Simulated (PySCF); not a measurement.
Cl2HISi. Atoms are numbered in the order given.

```xyz
5

Si    -0.9257    -0.5513     0.0000
Cl    -1.8444     0.2088    -1.6794
Cl    -1.8444     0.2088     1.6794
I      1.4476     0.0498     0.0000
H     -1.0527    -2.0220     0.0000
```

Geometry optimised at B3LYP-D3(BJ)/def2-SVP. The def2 effective core potentials stand for the cores of I; spin–orbit coupling is left out.

Method: B3LYP-D3(BJ)/def2-SVP (PySCF).

Frequencies are harmonic and unscaled.

```
mode  ν (cm⁻¹)  IR (km/mol)  Raman (Å⁴/amu)  depolarisation  moving atoms (share of kinetic energy)
----  --------  -----------  --------------  --------------  --------------------------------------
1          125          0.6             4.1            0.75                Cl 72 %, Si 15 %, I 13 %
2          139          1.3             4.3            0.57                         Cl 70 %, I 28 %
3          211          4.4             4.7            0.47                        Cl 63 %, Si 32 %
4          358         38.7            11.1            0.10                Si 71 %, I 14 %, Cl 10 %
5          534        116.3             6.2            0.16                        Si 53 %, Cl 43 %
6          592        112.5             4.5            0.75                        Si 57 %, Cl 38 %
7          773        209.6            14.1            0.69                                  H 93 %
8          803        117.9            10.6            0.75                                  H 92 %
9         2289         65.8           176.2            0.20                                  H 97 %
```
